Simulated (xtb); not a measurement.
Input file for xtb: GFN2-xTB on NaLi, 2S+1 = 1, a spin state set in the input, which need not be the lowest, a point of a bond scan (R = 3.016 Å).

```
$ xtb mol.xyz --gfn 2 --sp --chrg 0 --uhf 0
2

Li     0.00000000     0.00000000     0.00000000
Na     0.00000000     0.00000000     3.01638400
```

The log:

```
[...]
           -------------------------------------------------
          |                Calculation Setup                |
           -------------------------------------------------



           -------------------------------------------------
          |                 G F N 2 - x T B                 |
           -------------------------------------------------

        Reference                      10.1021/acs.jctc.8b01176
      * Hamiltonian:
        H0-scaling (s, p, d)           1.850000    2.230000    2.230000
        zeta-weighting                 0.500000
      * Dispersion:
        s8                             2.700000
        a1                             0.520000
        a2                             5.000000
        s9                             5.000000
      * Repulsion:
        kExp                           1.500000    1.000000
        rExp                           1.000000
      * Coulomb:
        alpha                          2.000000
        third order                    shell-resolved
        anisotropic                    true
        a3                             3.000000
        a5                             4.000000
        cn-shift                       1.200000
        cn-exp                         4.000000
        max-rad                        5.000000


          ...................................................
          :                      SETUP                      :
          :.................................................:
          :  # basis functions                   8          :
          :  # atomic orbitals                   8          :
          :  # shells                            4          :
          :  # electrons                         2          :
          :  max. iterations                   250          :
          :  Hamiltonian                  GFN2-xTB          :
          :  restarted?                      false          :
          :  GBSA solvation                  false          :
          :  PC potential                    false          :
          :  electronic temp.          300.0000000     K    :
          :  accuracy                    1.0000000          :
          :  -> integral cutoff          0.2500000E+02      :
          :  -> integral neglect         0.1000000E-07      :
          :  -> SCF convergence          0.1000000E-05 Eh   :
          :  -> wf. convergence          0.1000000E-03 e    :
          :  Broyden damping             0.4000000          :
          :  net charge                          0          :
          :  unpaired electrons                  0          :
          ...................................................

 iter      E             dE          RMSdq      gap      omega  full diag
   1     -0.4351604 -0.435160E+00  0.522E+01    1.74       0.0  T
   2     -0.4437275 -0.856708E-02  0.292E+01    1.96       1.0  T
   3     -0.4463612 -0.263370E-02  0.169E+01    2.22       1.0  T
   4     -0.4471530 -0.791805E-03  0.903E+00    2.57       1.0  T
   5     -0.4473514 -0.198356E-03  0.314E+00    2.60       1.0  T
   6     -0.4473793 -0.279460E-04  0.233E-01    2.60       1.0  T
   7     -0.4473798 -0.532886E-06  0.419E-02    2.60       1.7  T
   8     -0.4473799 -0.175865E-07  0.231E-02    2.60       3.1  T
   9     -0.4473799 -0.140372E-07  0.212E-03    2.60      33.4  T
  10     -0.4473799 -0.783051E-11  0.111E-03    2.60      64.0  T
  11     -0.4473799 -0.255940E-11  0.111E-05    2.60    6343.7  T
  12     -0.4473799 -0.205391E-14  0.140E-05    2.60    5055.4  T

   *** convergence criteria satisfied after 12 iterations ***

         #    Occupation            Energy/Eh            Energy/eV
      -------------------------------------------------------------
         1        2.0000           -0.2149744              -5.8498 (HOMO)
         2                         -0.1195078              -3.2520 (LUMO)
         3                         -0.1113703              -3.0305
         4                         -0.1113703              -3.0305
         5                          0.0347552               0.9457
         6                          0.0856551               2.3308
       ...                                ...                  ...
         8                          1.1077025              30.1421
      -------------------------------------------------------------
                  HL-Gap            0.0954665 Eh            2.5978 eV
             Fermi-level           -0.1672411 Eh           -4.5509 eV

 SCC (total)                   0 d,  0 h,  0 min,  0.002 sec
 SCC setup                      ...        0 min,  0.000 sec (  4.513%)
 Dispersion                     ...        0 min,  0.000 sec (  1.223%)
 classical contributions        ...        0 min,  0.000 sec (  0.971%)
 integral evaluation            ...        0 min,  0.000 sec (  7.738%)
 iterations                     ...        0 min,  0.001 sec ( 68.624%)
 molecular gradient             ...        0 min,  0.000 sec (  9.284%)
 printout                       ...        0 min,  0.000 sec (  6.970%)

         :::::::::::::::::::::::::::::::::::::::::::::::::::::
         ::                     SUMMARY                     ::
         :::::::::::::::::::::::::::::::::::::::::::::::::::::
         :: total energy              -0.446401464698 Eh    ::
         :: gradient norm              0.017966998274 Eh/a0 ::
         :: HOMO-LUMO gap              2.597777033022 eV    ::
         ::.................................................::
         :: SCC energy                -0.447379866563 Eh    ::
         :: -> isotropic ES            0.001368292122 Eh    ::
         :: -> anisotropic ES          0.005127142864 Eh    ::
         :: -> anisotropic XC         -0.018820320409 Eh    ::
         :: -> dispersion             -0.000211089444 Eh    ::
         :: repulsion energy           0.000978401865 Eh    ::
         :: add. restraining           0.000000000000 Eh    ::
         :: total charge               0.000000000000 e     ::
         :::::::::::::::::::::::::::::::::::::::::::::::::::::

           -------------------------------------------------
          |                Property Printout                |
           -------------------------------------------------

    * Orbital Energies and Occupations

         #    Occupation            Energy/Eh            Energy/eV
      -------------------------------------------------------------
         1        2.0000           -0.2149744              -5.8498 (HOMO)
         2                         -0.1195078              -3.2520 (LUMO)
         3                         -0.1113703              -3.0305
         4                         -0.1113703              -3.0305
         5                          0.0347552               0.9457
         6                          0.0856551               2.3308
         7                          0.0856551               2.3308
         8                          1.1077025              30.1421
      -------------------------------------------------------------
                  HL-Gap            0.0954665 Eh            2.5978 eV
             Fermi-level           -0.1672411 Eh           -4.5509 eV

     #   Z          covCN         q      C6AA      α(0)
     1   3 Li       0.892    -0.094    54.747    22.811
     2  11 Na       0.892     0.094    81.588    29.590

 Mol. C6AA /au·bohr⁶  :        269.337333
 Mol. C8AA /au·bohr⁸  :      27946.211733
 Mol. α(0) /au        :         52.401658


Wiberg/Mayer (AO) data.
largest (>0.10) Wiberg bond orders for each atom

 ---------------------------------------------------------------------------
     #   Z sym  total        # sym  WBO       # sym  WBO       # sym  WBO
 ---------------------------------------------------------------------------
Note: The following floating-point exceptions are signalling: IEEE_DENORMAL
normal termination of xtb
     1   3 Li   0.991 --     2 Na   0.991
     2  11 Na   0.991 --     1 Li   0.991
 ---------------------------------------------------------------------------

Topologies differ in total number of bonds
Writing topology from bond orders to xtbtopo.mol

molecular dipole:
                 x           y           z       tot (Debye)
 q only:        0.000       0.000       0.536
   full:        0.000      -0.000      -0.769       1.955
molecular quadrupole (traceless):
                xx          xy          yy          xz          yz          zz
 q only:       -1.529       0.000      -1.529       0.000       0.000       3.057
  q+dip:       -7.718       0.000      -7.718       0.000      -0.000      15.437
   full:       -3.889       0.000      -3.889       0.000      -0.000       7.778


           -------------------------------------------------
          | TOTAL ENERGY               -0.446401464698 Eh   |
          | GRADIENT NORM               0.017966998274 Eh/α |
          | HOMO-LUMO GAP               2.597777033022 eV   |
           -------------------------------------------------

------------------------------------------------------------------------
------------------------------------------------------------------------
 total:
 SCF:
```

The run finished.

Cost: very roughly 0.03 core-seconds.
